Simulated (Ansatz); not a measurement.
`[F][Al]([SiH3])[SH]` + `C=C[Si](O)(O)[SiH3]` → `[OH][Al]([F])[SH]` + `C=C[Si](O)([SiH3])[SiH3]`  (redistribution)

Program: Ansatz. Geometries: PBE0-D4/def2-TZVP. ΔE: electronic, gas phase. CCSD(T)/CBS is the MP2 limit (def2-TZVPP, def2-QZVPP) plus CCSD(T) − MP2 in def2-TZVPP, frozen cores. Functionals use def2-TZVPP. B3LYP here is the variant with VWN-RPA as its local correlation; programs differ in this. Each species was taken in one conformer, which may not be the lowest.

`[F][Al]([SiH3])[SH]`:

Cartesian coordinates in Å:
```
F -1.992 1.102 -0.566
Al -0.402 0.704 -0.362
Si 0.210 -1.393 0.719
S 1.062 2.135 -1.103
H -0.323 -2.550 -0.050
H 1.689 -1.523 0.805
H -0.352 -1.452 2.097
H 0.107 2.976 -1.539
```

`C=C[Si](O)(O)[SiH3]`:

Cartesian coordinates in Å:
```
C 2.111 1.243 -0.176
C 1.503 0.077 0.032
Si -0.260 -0.248 -0.437
O -0.712 1.097 -1.281
O -0.397 -1.628 -1.329
Si -1.667 -0.627 1.400
H 1.592 2.072 -0.646
H 3.145 1.416 0.112
H 2.065 -0.722 0.512
H -1.629 1.158 -1.549
H 0.204 -1.725 -2.072
H -3.072 -0.840 0.952
H -1.233 -1.824 2.172
H -1.648 0.551 2.311
```

`[OH][Al]([F])[SH]`:

Cartesian coordinates in Å:
```
O 0.639 -1.117 1.235
Al 0.369 -0.084 -0.061
F 1.621 0.223 -1.077
S -1.545 0.856 -0.447
H -0.015 -1.363 1.887
H -1.069 1.484 -1.537
```

`C=C[Si](O)([SiH3])[SiH3]`:

```xyz
16

C     0.958    0.306   -2.466
C     1.082    0.272   -1.141
Si   -0.346   -0.070    0.003
O    -1.715   -0.441   -0.859
Si   -0.844    1.847    1.254
Si    0.276   -1.833    1.432
H     1.801    0.503   -3.123
H    -0.002    0.146   -2.950
H     2.066    0.450   -0.707
H    -1.741   -1.299   -1.286
H    -1.287    2.961    0.373
H     0.388    2.273    1.976
H    -1.904    1.570    2.261
H     1.608   -1.553    2.038
H    -0.711   -2.022    2.530
H     0.371   -3.109    0.666
```

```csv
level,ΔE (kcal/mol),difference from CCSD(T)/CBS
PBE-D4,-2.7,-0.1
r2SCAN-D4,-3.1,-0.5
PBE0-D4,-2.4,0.2
B3LYP-D4,-2.9,-0.3
ωB97X-V,-1.8,0.8
ωB97M-V,-2.0,0.6
B2PLYP,-2.2,0.4
PBE,-1.8,0.8
r2SCAN,-2.9,-0.3
PBE0,-1.6,1.0
B3LYP,-1.6,1.0
HF/def2-TZVPP,-0.2,2.4
MP2/def2-TZVPP,-3.6,-1.0
SCS-MP2/def2-TZVPP,-2.9,-0.3
CCSD/def2-TZVPP,-2.1,0.5
CCSD(T)/def2-TZVPP,-2.3,0.3
HF/def2-QZVPP,-0.2,2.4
MP2/def2-QZVPP,-3.7,-1.1
SCS-MP2/def2-QZVPP,-3.1,-0.5
HF/CBS(def2),-0.3,2.3
MP2/CBS(def2),-3.8,-1.2
CCSD/CBS(def2),-2.3,0.3
CCSD(T)/CBS,-2.6,0
```

Largest T1 diagnostic among the species: 0.013.

In def2-TZVPP, CCSD(T) changes the Hartree–Fock value by −2.2 kcal/mol (the triples alone add −0.3 kcal/mol) and MP2 by −3.4 kcal/mol. The D4 term adds −1.3 kcal/mol with B3LYP and −0.8 kcal/mol with PBE0; it sums over pairs of atoms, weighted by their polarisabilities, and B3LYP, whose exchange is more repulsive, gets the larger term.
